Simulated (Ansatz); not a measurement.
One change: `BNC(C)=O` becomes `C[C](=O)[GeH2][F]`.

Ansatz, PBE0-D4/def2-TZVP geometries, multiplicity 1. Each molecule was computed in one conformer, which needn't be the lowest.

Scalar relativity is left out up to krypton.

| property | `BNC(C)=O` |
| --- | --- |
| HOMO energy (ωB97M-V/def2-TZVPP) / eV | -10.24 |
| LUMO energy (B3LYP/def2-TZVPP) / eV | -1.39 |
| size of the dipole moment (B3LYP/def2-TZVPP) / D | 3.80 |
| HOMO–LUMO gap (ωB97M-V/def2-TZVPP) / eV | 11.10 |
| LUMO energy (ωB97M-V/def2-TZVPP) / eV | 0.86 |
| HOMO energy (PBE0/def2-TZVPP) / eV | -7.80 |

What does the change do to each property? (Best estimate.)

Ansatz gave: 
```tsv
property	`C[C](=O)[GeH2][F]`	shift
HOMO energy (ωB97M-V/def2-TZVPP) / eV	-9.46	0.78
LUMO energy (B3LYP/def2-TZVPP) / eV	-1.63	-0.24
size of the dipole moment (B3LYP/def2-TZVPP) / D	0.63	-3.17
HOMO–LUMO gap (ωB97M-V/def2-TZVPP) / eV	10.38	-0.72
LUMO energy (ωB97M-V/def2-TZVPP) / eV	0.92	0.06
HOMO energy (PBE0/def2-TZVPP) / eV	-7.21	0.59
```

With PBE0 the HOMO rises by 0.59 eV and the LUMO falls by 0.22 eV, so the gap narrows by about 0.81 eV. PBE moves the HOMO by 0.37 eV and ωB97M-V by 0.78 eV. Dipoles are sizes alone; their direction can turn.

B3LYP here is the variant with VWN-RPA as its local correlation; programs differ in this.
